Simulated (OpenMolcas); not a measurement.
**Cu2+: effect of the metal basis and ligand basis**

Cu2+ with 4 ligands (chloride) in tetrahedral coordination (Td) at 2.33 Å. A charge of +0.5 e stands 3.2 Å behind each ligand.

```
Program             : OpenMolcas 26.06
Method              : CASSCF
Spin-orbit coupling : state interaction with AMFI integrals over the reference wave functions
```

Fixed: active space 9 electrons in 5 orbitals (3d), DKH2 Hamiltonian.

States (labels of Td). Energies in cm-1 above the lowest state or level, χT in cm3 K/mol; under a threefold ground state the first gap can be a small split of the lowest multiplet, not the spin-orbit step; 10Dq is the gap between the two states; 10Dq is negative for this site.

| Run | Metal basis | Ligand basis | Ground state | First state of that spin | 10Dq | First gap with spin-orbit (degeneracies) | χT at 300 K | Cost |
| --- | --- | --- | --- | --- | --- | --- | --- | --- |
| A | ANO-RCC-VDZP | ANO-RCC-VDZP | 2T2 | 2E 1860 | -1860 | 695.1 (2, 4) | 0.960 | roughly 12 core-seconds |
| B | ANO-RCC-VTZP | ANO-RCC-VTZP | 2T2 | 2E 1827 | -1827 | 685.5 (2, 4) | 0.977 | roughly 70 core-seconds |

Against A, |10Dq| changes by -1.8 % in B.

Costs are those of the RASSCF and RASSI steps.

An orbital triplet at a regular site is open to Jahn-Teller coupling, which can distort the site and quench the lowest spin-orbit gaps and is left out. Ligand-to-metal charge-transfer states are missing. With metal d orbitals alone and no dynamic correlation the field as a rule comes out too small, by tens of per cent, by up to half for chloride and softer ligands, and with too little covalency χT stands high. No measured value stands beside these numbers; the geometry was imposed, not optimised, and the real ion may take another.
